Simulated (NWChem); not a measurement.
All runs are NWChem calculations. System: hexafluoroethane (C2F6), charge 0, spin multiplicity 1, at a geometry optimised with B3LYP/def2-SVP. Level: G0W0@BHandHLYP/def2-SVP, RI basis def2-svp-rifit.

The NWChem input:

```
start mol
memory heap 200 mb stack 700 mb global 1700 mb
geometry units angstroms nocenter noautoz
  F     -0.654966     1.210320     1.084608
  C     -0.018283     0.773941     0.000000
  F      1.223096     1.254708     0.000000
  F     -0.654966     1.210320    -1.084608
  C      0.018283    -0.773941     0.000000
  F      0.654966    -1.210320     1.084608
  F     -1.223096    -1.254708     0.000000
  F      0.654966    -1.210320    -1.084608
  symmetry group C2h
end
basis spherical
  * library def2-svp
end
basis "ri basis" bse spherical
  * library def2-svp-rifit
end
dft
  xc bhlyp
  iterations 100
  direct
  tolerances tight
end
task dft energy
gw
  states alpha occ 4 vir 2
end
task dft gw
```

Output (cleaned and shortened):

```
             Northwest Computational Chemistry Package (NWChem) 7.3.0
             --------------------------------------------------------

                                NWChem Input Module
                                -------------------

 Scaling coordinates for geometry "geometry" by  1.889725989
 (inverse scale =  0.529177249)

 Turning off AUTOSYM since
 SYMMETRY directive was detected!

                             Geometry "geometry" -> ""
                             -------------------------

 Output coordinates in angstroms (scale by  1.889725989 to convert to a.u.)

  No.       Tag          Charge          X              Y              Z
 ---- ---------------- ---------- -------------- -------------- --------------
    1 F                    9.0000    -0.65496600     1.21032000     1.08460800
    2 C                    6.0000    -0.01828300     0.77394100     0.00000000
    3 F                    9.0000     1.22309600     1.25470800     0.00000000
    4 F                    9.0000    -0.65496600     1.21032000    -1.08460800
    5 C                    6.0000     0.01828300    -0.77394100     0.00000000
    6 F                    9.0000     0.65496600    -1.21032000     1.08460800
    7 F                    9.0000    -1.22309600    -1.25470800     0.00000000
    8 F                    9.0000     0.65496600    -1.21032000    -1.08460800

 Effective nuclear repulsion energy (a.u.)     462.4575102418

            Nuclear Dipole moment (a.u.)
            ----------------------------
        X                 Y               Z
 ---------------- ---------------- ----------------
     0.0000000000     0.0000000000     0.0000000000

      Symmetry information
      --------------------

 Group name             C2h
 Group number             21
 Group order               4
 No. of unique centers     3

      Symmetry unique atoms

     1    2    3


 Summary of "ao basis" -> "" (spherical)
 ------------------------------------------------------------------------------
       Tag                 Description            Shells   Functions and Types
 ---------------- ------------------------------  ------  ---------------------
 *                          def2-svp                  on all atoms

 new library libraries.bse/

 Summary of "ri basis" -> "" (spherical)
 ------------------------------------------------------------------------------
       Tag                 Description            Shells   Functions and Types
 ---------------- ------------------------------  ------  ---------------------
 *                       def2-svp-rifit               on all atoms

                                 NWChem DFT Module
                                 -----------------

 Summary of "ao basis" -> "ao basis" (spherical)
 ------------------------------------------------------------------------------
       Tag                 Description            Shells   Functions and Types
 ---------------- ------------------------------  ------  ---------------------
 F                          def2-svp                 6       14   3s2p1d
 C                          def2-svp                 6       14   3s2p1d

 Summary of "ao basis" -> "ao basis" (spherical)
 ------------------------------------------------------------------------------
       Tag                 Description            Shells   Functions and Types
 ---------------- ------------------------------  ------  ---------------------
 F                          def2-svp                 6       14   3s2p1d
[...]
  ----- ------------  ---------------      ----- ------------  ---------------
    19      0.307321  2 C  py                61     -0.307321  5 C  py
    33      0.241557  3 F  py                89     -0.241557  7 F  py
     5      0.240221  1 F  py                47      0.240221  4 F  py
    75     -0.240221  6 F  py               103     -0.240221  8 F  py
    36     -0.174836  3 F  py                92      0.174836  7 F  py

 Vector   34  Occ=0.000000D+00  E= 1.416013D-01  Symmetry=bu
              MO Center=  5.5D-15, -6.2D-15,  8.2D-17, r^2= 2.2D+00
   Bfn.  Coefficient  Atom+Function         Bfn.  Coefficient  Atom+Function
  ----- ------------  ---------------      ----- ------------  ---------------
    21      0.593617  2 C  px                63      0.593617  5 C  px
    18      0.427536  2 C  px                60      0.427536  5 C  px
    31     -0.401219  3 F  s                 87      0.401219  7 F  s
     3      0.200620  1 F  s                 45      0.200620  4 F  s
    73     -0.200620  6 F  s                101     -0.200620  8 F  s

 Vector   35  Occ=0.000000D+00  E= 1.416062D-01  Symmetry=au
              MO Center= -3.5D-16, -3.6D-15, -3.7D-15, r^2= 2.2D+00
   Bfn.  Coefficient  Atom+Function         Bfn.  Coefficient  Atom+Function
  ----- ------------  ---------------      ----- ------------  ---------------
    23      0.593772  2 C  pz                65      0.593772  5 C  pz
    20      0.427664  2 C  pz                62      0.427664  5 C  pz
     3     -0.347467  1 F  s                 45      0.347467  4 F  s
    73     -0.347467  6 F  s                101      0.347467  8 F  s
    37     -0.165057  3 F  pz                93     -0.165057  7 F  pz

 Vector   36  Occ=0.000000D+00  E= 2.288567D-01  Symmetry=ag
              MO Center= -4.2D-15, -3.2D-16,  4.6D-15, r^2= 4.1D+00
   Bfn.  Coefficient  Atom+Function         Bfn.  Coefficient  Atom+Function
  ----- ------------  ---------------      ----- ------------  ---------------
    17      1.331089  2 C  s                 59      1.331089  5 C  s
    22      0.628384  2 C  py                64     -0.628384  5 C  py
     3     -0.499494  1 F  s                 31     -0.499447  3 F  s
    45     -0.499494  4 F  s                 73     -0.499494  6 F  s
    87     -0.499447  7 F  s                101     -0.499494  8 F  s

 center of mass
 --------------
 x =   0.00000000 y =   0.00000000 z =   0.00000000

 moments of inertia (a.u.)
 ------------------
         981.727424676304           8.106894136962           0.000000000000
           8.106894136962         638.672583875144           0.000000000000
           0.000000000000           0.000000000000         981.915605622097

     Multipole analysis of the density
     ---------------------------------

     L   x y z        total         alpha         beta         nuclear
     -   - - -        -----         -----         ----         -------
     0   0 0 0     -0.000000    -33.000000    -33.000000     66.000000

     1   1 0 0     -0.000000     -0.000000     -0.000000      0.000000
     1   0 1 0     -0.000000     -0.000000     -0.000000      0.000000
     1   0 0 1     -0.000000     -0.000000     -0.000000      0.000000

     2   2 0 0    -30.961681    -91.142153    -91.142153    151.322624
     2   1 1 0     -0.003713      1.934292      1.934292     -3.872297
     2   1 0 1      0.000000      0.000000      0.000000      0.000000
     2   0 2 0    -30.803192   -172.993659   -172.993659    315.184126
     2   0 1 1      0.000000      0.000000      0.000000      0.000000
     2   0 0 2    -30.961825    -91.097275    -91.097275    151.232726

 Task  times  cpu:        2.0s     wall:        2.0s

                                NWChem Input Module
                                -------------------

                                 NWChem GW Module
                                 ----------------

                             ***********************
                             ***        GW       ***
                             ***********************

 Summary of "ri basis" -> "ri basis" (spherical)
 ------------------------------------------------------------------------------
       Tag                 Description            Shells   Functions and Types
 ---------------- ------------------------------  ------  ---------------------
 F                       def2-svp-rifit             16       48   6s5p4d1f
 C                       def2-svp-rifit             16       48   6s5p4d1f

                 Memory Information
                 ------------------
          Available GA per process is          1699.9 MBs
          Available stack per process is        700.0 MBs
          Available heap per process is           0.0 MBs

          Peak memory in Initialization
              Peak GA per process is                 12.6 MBs
              Peak stack per process is               0.1 MBs
              Peak heap per process is               13.1 MBs
              Memory not in MA per process            0.0 MBs

          Peak memory in AFF Calculation
              Peak GA per process is                 70.8 MBs
              Peak stack per process is              51.9 MBs
              Peak heap per process is                0.0 MBs
              Memory not in MA per process           51.9 MBs

          Computing 2-center integrals
          Computing Inverse Cholesky factor
          Computing 3-center integrals
          Computing V_xc ...

          Computing Sigma_x
          Computing RPA polarizability
          Solving quasiparticle equations

                  Alpha Orbitals
          State     Energy (eV)     Error (eV)
          -----------------------------------
@GW        30        -15.935           0.002
@GW        31        -15.762           0.002
@GW        32        -15.555           0.002
@GW        33        -14.182           0.002
@GW        34          6.107           0.005
@GW        35          6.107           0.005

   Applying  -0.9201 eV scissor-shift to rest of particle states

   Applying   2.2536 eV scissor-shift to rest of hole states

     GW Timing Statistics
   ------------------------
   Init.   :          0.0s
     ERIs  :          0.6s
     Distr.:          0.0s
     Vxc   :          0.3s
   Sigma_x :          0.0s
   RPA     :          2.6s
   Wmn     :          0.0s
   Sigma_c :          0.0s
   GW total:          3.6s

 Task  times  cpu:        3.6s     wall:        3.6s

 Total times  cpu:        5.6s     wall:        5.6s
```
